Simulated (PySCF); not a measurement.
C6H11O4P.
SMILES with atom numbers: `[CH3:1][C@@H:2]1[CH2:3][O:4][P@:5](=[O:6])([O:7][CH:8]2[CH2:9][CH2:10]2)[O:11]1`

Cartesian coordinates in Å at the GFN2-xTB level; atoms count from 1:
```
atom  x, y, z in Å
C1    -2.063    1.390   -0.087
C2    -2.418   -0.080   -0.253
C3    -2.249   -0.859    1.073
O4    -0.983   -1.475    1.035
P5    -0.280   -1.336   -0.414
O6     0.324   -2.525   -0.985
O7     0.733   -0.106   -0.237
C8     2.104   -0.313   -0.474
C9     3.064    0.197    0.552
C10    2.924    0.898   -0.771
O11   -1.546   -0.708   -1.173
H12   -2.782    1.878    0.566
H13   -2.072    1.880   -1.057
H14   -1.065    1.477    0.337
H15   -3.432   -0.191   -0.652
H16   -2.293   -0.188    1.935
H17   -3.012   -1.637    1.178
H18    2.301   -1.247   -0.982
H19    2.648    0.681    1.420
H20    3.955   -0.379    0.747
H21    2.414    1.848   -0.780
H22    3.719    0.813   -1.496
```

Probes without a nucleus sit at each ring's centroid and 1 Å off its mean plane on both sides; NICS is minus the shielding there, NICSzz its component along the normal. Level: GIAO PBE0/pcSseg-1 (PySCF, non-relativistic, gas phase) on the GFN2-xTB geometry, one conformer.

Rings: 1. C2–C3–O4–P5–O11; 2. C8–C9–C10.

| set | NICS(0) | NICS(1), two faces | NICS(1)zz, two faces |
| --- | --- | --- | --- |
| P | -8.6 | -3.2 / -2.8 | -4.3 / -5.2 |
| Q | -39.8 | -6.9 / -9.4 | -16.2 / -24.1 |

Which set (ppm) belongs to which ring?

P = 1, Q = 2.
- 1 (5-membered ring with 2 O and P; formal bonds all single): mean NICS(1)zz -4.8 ppm, shielded. C2, C3, P5 have four or more neighbours; no verdict on aromaticity is drawn.
- 2 (3-membered carbocycle; formal bonds all single): mean NICS(1)zz -20.2 ppm, shielded. C8, C9, C10 have four or more neighbours; no verdict on aromaticity is drawn.

How do the rings differ in shape?

```
ring                   bond lengths (Å)  rms pucker (Å)  HOMA  nearest outside atom to a NICS(1) probe (Å)
   1  1.547, 1.409, 1.617, 1.603, 1.415            0.12     –                                hydrogen 1.53
   2                1.494, 1.504, 1.492            0.00     –                                hydrogen 1.44
```
